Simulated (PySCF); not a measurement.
1-fluoro-1-methoxycyclopropane (C₄H₇FO), SMILES COC1(F)CC1. Atoms are numbered in the order given.

```xyz
13

C      1.9081     0.6790     0.0235
O      1.0500    -0.4503     0.0703
C     -0.2669    -0.1646    -0.1225
F     -0.5292     0.2512    -1.4056
C     -1.1030     0.4505     0.9516
C     -1.2831    -1.0168     0.5329
H      1.6394     1.4193     0.7990
H      2.9280     0.3163     0.2078
H      1.8688     1.1691    -0.9632
H     -1.8778     1.1599     0.6501
H     -0.6301     0.6480     1.9173
H     -0.9231    -1.7919     1.2136
H     -2.1722    -1.2676    -0.0505
```
Charge 0, spin multiplicity 1.

Coordinates come from a B3LYP-D3(BJ)/def2-SVP optimisation. The values are those of a single conformer.

All values below come from PBE0/pcSseg-1 run with PySCF.

GIAO shieldings, no solvent; atoms listed in one row are averaged. δ = σ(ref) − σ: ¹³C against TMS (σ = 186.3 ppm); ¹⁷O against H2O (σ = 334.2 ppm); ¹⁹F against CFCl3 (σ = 167.2 ppm); ¹H against TMS (σ = 31.56 ppm), references at their B3LYP-D3(BJ)/def2-TZVP geometries, non-relativistic.

Task: Estimate the chemical shifts. (Estimate from the structure and the level; the computed values follow.)

Result: 
| nucleus | atoms | count | δ (ppm) |
|---|---|---|---|
| ¹³C | C3 | 1 | 106.7 |
| ¹³C | C1 | 1 | 57.1 |
| ¹³C | C6 | 1 | 16.7 |
| ¹³C | C5 | 1 | 14.2 |
| ¹⁷O | O2 | 1 | 71.5 |
| ¹⁹F | F4 | 1 | -176.0 |
| ¹H | H7, H8, H9 | 3 | 3.75 |
| ¹H | H13 | 1 | 1.47 |
| ¹H | H12 | 1 | 1.29 |
| ¹H | H10 | 1 | 1.28 |
| ¹H | H11 | 1 | 1.17 |
